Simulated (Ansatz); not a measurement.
Species: F$_{4}$Ge, SMILES `[F][Ge]([F])([F])[F]` (charge 0, multiplicity 1).

Task: Give a relaxed geometry from r2SCAN-D4/def2-TZVP in Ansatz (a first-principles code).

Result: the end point of this relaxation (outside a Z-matrix the atoms follow the SMILES, hydrogens last).
Cartesian coordinates (Å) in one orientation:
```xyz
5

F     -1.260    -1.027    -0.475
Ge     0.000     0.000     0.000
F      0.373     1.060    -1.267
F     -0.479     0.890     1.359
F      1.367    -0.924     0.383
```
